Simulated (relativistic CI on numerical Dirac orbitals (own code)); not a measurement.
Ru⁷⁺: L2,3 absorption edge

Computed with this model: Dirac-Coulomb-Breit CI, orbitals from a KLI potential per configuration, model QED (radiative potential, 1s self-energy scaled to tabulated hydrogen-like ionisation energies), valence Slater integrals scaled by 0.8, multiplet model of core-to-valence dipole absorption; configurations [Kr] 4d → [He] 2s2 2p5 3s2 3p6 3d10 4s2 4p6 4d2; 10 K; Lorentzian 1.6 eV and Gaussian 0.5 eV FWHM. Energies are those of the free ion, without screening or charge transfer. The branching ratio is the share of the lower-energy edge in the whole absorption, uncertain by about 0.02 where the edges overlap. S is read from ⟨S²⟩ = S(S + 1).

Field parameters in Wybourne normalisation: Oh B⁴₀ = 21Dq, B⁴₄ = √(5/14) B⁴₀. The field is a parameter set, without covalency.

free ion: ground-state S = 0.50, centroid 2891.04 eV, branching ratio 0.734. Peaks (eV, height): 2857.2 (100), 2984.2 (28), 2985.2 (27).

Oh, 10Dq = 8500 cm⁻¹: ground-state S = 0.50, centroid 2893.50 eV, branching ratio 0.715. Peaks (eV, height): 2857.5 (100), 2985.0 (29).

Oh, 10Dq = 19250 cm⁻¹: ground-state S = 0.50, centroid 2894.64 eV, branching ratio 0.706. Peaks (eV, height): 2858.0 (100), 2983.2 (29), 2985.0 (32), 2986.5 (27).

Oh, 10Dq = 29950 cm⁻¹: ground-state S = 0.50, centroid 2895.08 eV, branching ratio 0.704. Peaks (eV, height): 2855.2 (58), 2858.8 (100), 2982.8 (32), 2984.0 (26), 2986.2 (29), 2987.5 (29).

Oh, 10Dq = 40650 cm⁻¹: ground-state S = 0.50, centroid 2895.32 eV, branching ratio 0.702. Peaks (eV, height): 2854.5 (70), 2859.5 (100), 2982.2 (35), 2987.0 (27), 2988.5 (31).

The statistical ratio of this edge is 2/3 = 0.667. Values above it arise where the holes sit mainly in the j = l + 1/2 valence subshell or the ground state has high spin; values below it where core-valence Coulomb terms move weight to the upper edge, as in nearly empty shells. At deep edges of heavy elements the radial integrals of the two core levels differ, which raises the baseline.

Strongest unbroadened transitions for Oh, 10Dq = 40650 cm⁻¹:

| Energy (eV) | Relative strength |
| --- | --- |
| 2853.16 | 54.2 |
| 2853.52 | 51.3 |
| 2854.46 | 29.8 |
| 2854.62 | 48.2 |
| 2854.79 | 100.0 |
| 2854.85 | 33.5 |
| 2857.86 | 26.9 |
| 2857.92 | 59.9 |
| 2858.16 | 60.1 |
| 2859.29 | 40.6 |
| 2859.38 | 93.1 |
| 2859.73 | 50.6 |
| 2859.87 | 80.5 |
| 2860.01 | 72.0 |
| 2982.04 | 38.3 |
| 2982.30 | 57.4 |
| 2983.78 | 54.4 |
| 2988.71 | 43.0 |
